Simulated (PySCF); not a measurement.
# Calculated NMR parameters of CC#C[SiH2]c1cccnc1

```yaml
Formula: C8H9NSi
SMILES: CC#C[SiH2]c1cccnc1
InChI: InChI=1S/C8H9NSi/c1-2-6-10-8-4-3-5-9-7-8/h3-5,7H,10H2,1H3
Point_group_of_the_computed_structure: C1
Degrees_of_unsaturation: 6
Carbon_signals: 8
Proton_signals: 6
```

Atoms are numbered as in `[CH3:1][C:2]#[C:3][SiH2:4][c:5]1[cH:6][cH:7][cH:8][n:9][cH:10]1`; H(Xn) means a hydrogen on atom n.

All values are calculated (PySCF 2.14.0 with density-fitted response routines): GFN2-xTB geometry, PBE0/pcSseg-1 with gauge-including orbitals. In vacuum, fast rotation and ring inversion assumed for equivalent nuclei, a single conformation, no relativistic terms.

Referencing at the same level of theory: ¹H and ¹³C and ²⁹Si against TMS; ¹⁵N against NH3.

| carbon | δC, type | δH (multiplicity) | HMBC from (2–3 bonds) | span of the C tensor (ppm) |
| --- | --- | --- | --- | --- |
| C1 | 6.2, CH3 | 2.24 (s) | – | 25 |
| C2 | 117.5, C | – | H(Si4), H(C1) | 293 |
| C3 | 79.7, C | – | H(Si4), H(C1) | 244 |
| C5 | 130.4, C | – | H(C10), H(C6), H(C7), H(Si4) | 236 |
| C6 | 149.1, CH | 8.45 (d) | H(C10), H(C8), H(C7), H(Si4) | 263 |
| C7 | 128.3, CH | 7.45 (m) | H(C8), H(C6) | 233 |
| C8 | 156.3, CH | 8.94 (d) | H(C10), H(C6), H(C7) | 227 |
| C10 | 160.9, CH | 8.97 (s) | H(C8), H(C6), H(Si4) | 233 |

Other nuclei:
```tsv
atoms	nucleus	environment	δ (ppm)	σ (ppm)
H(Si4)	¹H	hydrogen on a silicon bonded to 2 C	5.12	26.60
Si4	²⁹Si	silicon bonded to 2 C, 2 H	-70.5	419.6
N9	¹⁵N	pyridine-type ring nitrogen	356.4	-88.6
```

Carbon types of the structure: 3 × C, 4 × CH, 1 × CH3, leaving 2 H on heteroatoms. δC 160.9, 156.3: aromatic CH next to a ring nitrogen; the adjacent pyridine-type nitrogen withdraws density from it. δC 149.1, 128.3: aromatic CH. δC 130.4: substituted aromatic carbon. δC 117.5, 79.7: alkyne carbon. δH 8.97, 8.94: hydrogen on an aromatic CH next to a ring nitrogen; ring current plus the neighbouring ring nitrogen.

Shifts are as computed. Against solution values, carbons near 30 ppm lie about +3 ppm off and those near 130 ppm about +5 ppm. Of 1309 compounds with measured shifts, 239 miss one by over three times the rms of a fit or turn the order of signals round; such compounds aren't used in these exercises. Experimental scales use liquid or dissolved standards, which lie at an offset from isolated NH3 (liquid NH3: subtract about 20 ppm). Unscaled 15N shifts of sp2 nitrogen come out 20 to 40 ppm too high even then. No couplings were computed; multiplicities are counted from neighbouring protons, with m where these are inequivalent, close in shift, in a saturated or five-membered ring or joined by F or P, and br s for small geminal =CH2 splittings.
